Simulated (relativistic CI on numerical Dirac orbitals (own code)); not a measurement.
Mn²⁺ in a cubic cluster: L2,3 absorption with charge transfer

Computed with a charge-transfer multiplet model of a cubic metal-ligand cluster with up to 3 ligand holes, Slater and spin-orbit integrals from Dirac-Coulomb-Breit ions, Slater integrals scaled by 0.7. The ground state mixes d5 with configurations of k ligand holes L, whose averages lie at kΔ + k(k − 1)U_dd/2; a core hole lowers each added d electron by U_cd. 300 K, Lorentzian 0.4 eV and Gaussian 0.3 eV FWHM.

Atomic integrals in eV (Slater integrals scaled, ζ unscaled), ground: F2dd 7.178, F4dd 4.458, zeta_d 0.037; with the core hole: F2dd 7.764, F4dd 4.828, zeta_d 0.052, zeta_core 6.792, F2cd 4.448, G1cd 3.278, G3cd 1.861.

Cluster parameters (eV): Δ = 3.9, U_dd = 5.8, U_cd = 6.5, 10Dq = 0.75, 10Dq(ligand) = 1.5, final-state hopping factor = 1.

Weights, n_d and S are thermal averages at 300 K. Photon energies count from the first peak over 30 % of the highest in each spectrum, which can be another peak from case to case. The parameters are a model scan and need not match a compound or its usual spin state. Peaks in eV (height, largest 100): 0.0 (33), 1.2 (100), 10.8 (16), 12.2 (24), 13.0 (20).

Which parameters give this spectrum?
A. V(eg) = 1.35 eV, V(t2g) = -0.62 eV
B. V(eg) = 1.65 eV, V(t2g) = -0.76 eV
C. V(eg) = 2.25 eV, V(t2g) = -1.03 eV

B. V(eg) = 1.65 eV, V(t2g) = -0.76 eV; the ground state then has 5.17 d electrons and S = 2.50. The choice follows from running the model for each set and comparing peak positions and heights.
